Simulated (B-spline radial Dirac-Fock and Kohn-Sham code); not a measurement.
**Conversion-electron coefficients: Si, 653 keV**

Z = 14 (silicon), transition energy 653 keV. Model: a Dirac-Hartree-Slater potential of the neutral atom with a Latter tail (no hole, which puts coefficients of high multipoles low close above an edge), finite nucleus with surface currents. Program: a radial finite-basis atomic code. Subshells that would emit electrons below 1 keV are left out.

```
subshell  electron energy (keV)        E1        E3        E4        M1        M3
       K                 651.16  3.33e-05  0.000264  0.000682  4.79e-05  0.000328
      L1                 652.85  2.41e-06  1.92e-05  4.95e-05  3.49e-06  2.40e-05
      L2                 652.90  3.35e-09  1.14e-07  5.26e-07  7.39e-09  1.45e-07
      L3                 652.90  8.12e-09  1.01e-07  3.71e-07  6.55e-09  7.56e-08
      M1                 652.99  2.00e-07  1.59e-06  4.10e-06  2.88e-07  1.99e-06
      M2                 652.99  5.74e-11  1.96e-09  9.02e-09  1.27e-10  2.49e-09
      M3                 652.99  1.39e-10  1.73e-09  6.35e-09  1.12e-10  1.29e-09
   total                         3.59e-05  0.000285  0.000736  5.17e-05  0.000355
```

Task: For a pure E3 transition, what fraction of decays emits a photon?

Result: 1/(1 + α) = 1.00 with the total α = 0.000285.

Values without a named source are computed, but for edge energies of neutral atoms, which are taken from tables.
